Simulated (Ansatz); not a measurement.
Born–Oppenheimer molecular dynamics of C2HTe (4 atoms, charge 0, multiplicity 2). It starts from a relaxed structure.

Level of theory: UKS PBE0-D4/def2-SVP in Ansatz.

```
ensemble                      : NVE (velocity Verlet)
time step                     : 1 fs
steps asked                   : 100
starting velocities drawn for : 700 K
seed                          : 415010
```

First frame:

```xyz
4
Properties=species:S:1:pos:R:3
C -0.548 -0.569 0.889
C -0.344 0.192 -0.160
Te 1.629 -0.481 0.198
H -0.737 0.858 -0.927
```

(1) How far do the bonds stretch over the last three quarters of this one trajectory? (Pairs bonded in most of those frames.)

Results:

(1) 
```csv
bond,mean (Å),spread (Å),shortest,longest
C1–C2,1.312,0.011,1.29,1.33
C1–Te3,2.292,0.096,2.15,2.43
C2–Te3,2.134,0.071,2.02,2.23
C2–H4,1.090,0.008,1.08,1.10
```

Mean temperature of the second half: 380 K. The conserved energy stayed within 0.17 meV per atom of its start (net change 0.068 meV per atom), so the integration is sound. The temperature averaged 0.54 of the 700 K drawn at the start: a run that starts near a minimum puts about half its kinetic energy into the potential. A run of 0.1 ps of so small a system gives no equilibrium averages.

The run took 5.8 min on 1 thread of Arm Neoverse V1, on a shared host, peak memory 0.15 GiB.
